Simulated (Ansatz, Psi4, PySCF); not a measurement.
B2Cl4, charge -1, doublet, at a GFN2-xTB geometry (a state made from the parent by changing its charge; the spin is typed, not shown lowest). Base run: MP2/cc-pVDZ (PySCF).

The PySCF input:
```python
from pyscf import gto, scf, mp

mol = gto.M(
    atom='''
Cl   -1.642920   -1.653476   -0.117481
B    -0.778885   -0.075098   -0.063347
Cl   -1.924122    1.309551   -0.172628
B     0.778885    0.075098    0.063347
Cl    1.924122   -1.309551    0.172628
Cl    1.642920    1.653476    0.117481
''',
    basis='cc-pvdz',
    charge=-1,
    spin=1,
    verbose=4,
)

mf = scf.UHF(mol)
mf.kernel()

pt = mp.MP2(mf)
pt.kernel()
print('E(MP2) = %.10f' % pt.e_tot)
```

The same geometry, method and basis name were run in Ansatz (a quantum-chemistry and plane-wave program) and Psi4 and PySCF, at each program's defaults and at the settings that a row names. The base is PySCF at its defaults. Differences at the defaults can come from grids, fitting, cores and function types together.

```
code and settings                                                                                     ΔE vs base (mEh)  basis functions       E (Eh)  SCF cycles
----------------------------------------------------------------------------------------------------  ----------------  ---------------  -----------  ----------
PySCF, defaults (exact integrals, spherical functions, all electrons correlated)                                 0.000              100  -1888.31744          11
Psi4, defaults (density fitting with its default set, spherical functions, all electrons correlated)             0.749              100  -1888.31670          13
Ansatz, defaults (factorised integrals, spherical functions, frozen core)                                       29.478              100  -1888.28797           -
PySCF, frozen core                                                                                              29.470              100  -1888.28797          11
Psi4, exact integrals, spherical functions, frozen core                                                         29.470              100  -1888.28797          13
Ansatz, high accuracy, frozen core                                                                              29.470              100  -1888.28797           -
```

Open shells are given as the SCF converged; they aren't shown to be the lowest states, and a large step between rows can be another state.
